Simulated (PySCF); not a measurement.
Correlation energy of Be²⁺ (beryllium, charge +2)

1s2, closed-shell 1S. Calculation: PySCF 2.14, in cc-pVDZ; the non-relativistic Hamiltonian (point nucleus). Frozen: nothing; 2 electrons correlated.

Total MP2 correlation energy: -0.32 mhartree.

Same-spin part 0.00 and opposite-spin part -0.32 mhartree; SCS-MP2 scales them by 1/3 and 6/5 to -0.38 mhartree.

With two correlated electrons CCSD is exact within the correlated space (frozen core and kept virtual orbitals).

| level | correlation energy (mhartree) |
| --- | --- |
| CCSD | -0.30 |

Diagnostics: T1 = 0.00016, D1 = 0.0002, largest double amplitude 0.003.

Cost of the coupled-cluster step: 0.08 s of wall time on 1 thread of Neoverse-N1 (shared host), for 2 correlated electrons.
